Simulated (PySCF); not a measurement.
TeN⁺: one state, many levels of theory

State: ¹Σ⁺ (singlet), closed shell. Set-up: basis Te aug-cc-pVDZ-PP with ECP28, N aug-cc-pVDZ; scalar-relativistic core potentials; PySCF 2.14. De refers to Te⁺ + N in their high-spin ground configurations, without counterpoise correction. A positive dipole points towards N; it is taken about the centre of mass and depends on that origin. Levels whose curve was spin-contaminated or gave no clean fit are not listed.

```csv
Level,Re (Å),ωe (cm⁻¹),De (eV),μ (D),"CPU s a point (SCF and correlation, without the integrals)"
RHF,1.743,1145,-2.43,-2.56,0.076
RHF-CCSD,1.816,926,1.96,n/a,n/a
RHF-CCSD(T),1.844,838,2.56,n/a,1.7
PBE,1.818,927,3.76,-1.88,0.58
revPBE,1.822,921,3.42,-1.86,0.63
PW91,1.817,928,3.78,-1.89,0.56
r²SCAN,1.801,968,2.76,-1.96,1.5
B3LYP,1.798,974,2.99,-2.09,0.6
PBE0,1.786,1008,2.60,-2.12,1
```

(1) Which functional lies closest to RHF-CCSD(T) in De, which farthest, and by how much do they differ from it?

(2) What does a quarter of exact exchange do here, going from PBE to PBE0?

(3) What does the step from GGA to meta-GGA do here, going from PBE to r²SCAN?

Correlated steps freeze 5 core orbitals. Correlated levels converge slowly with the basis: in double zeta they bind strong bonds too weakly, by up to about 1 eV, and carry superposition errors of some tenths. Spin–orbit coupling is left out, which matters for elements this heavy, above all for dissociation energies. For an ion De counts to the pair picked by the measured ionisation energies or electron affinities, which need not be the lowest pair at this level. Where the molecule has an RHF reference, its open-shell atoms are computed with UHF. The CCSD T1 diagnostic is raised, a sign that a single reference may not be enough here. A negative De means that the minimum lies above the separated atoms at that level.

The whole job (state search and all levels along the bond) took about 2 min on 1 thread of Intel Xeon 6975P-C (shared host), peak memory 0.72 GiB.

## Answers

(1) Closest is PBE0 (-5.8 pm in Re, +20.3 % in ωe, +0.04 eV in De against RHF-CCSD(T) in the same basis), farthest PW91 (-2.7 pm in Re, +10.7 % in ωe, +1.22 eV in De). CCSD(T) converges more slowly with the basis than the functionals do and binds too weakly in this one, so the order can change at the basis-set limit.

(2) PBE0 less PBE: -3.2 pm in Re, +8.7 % in ωe, -1.16 eV in De. Exact exchange removes part of the self-interaction that spreads semilocal densities, and in most molecules shortens and stiffens the bond and lowers De; so it does here.

(3) r²SCAN less PBE: -1.7 pm in Re, +4.4 % in ωe, -1.00 eV in De.
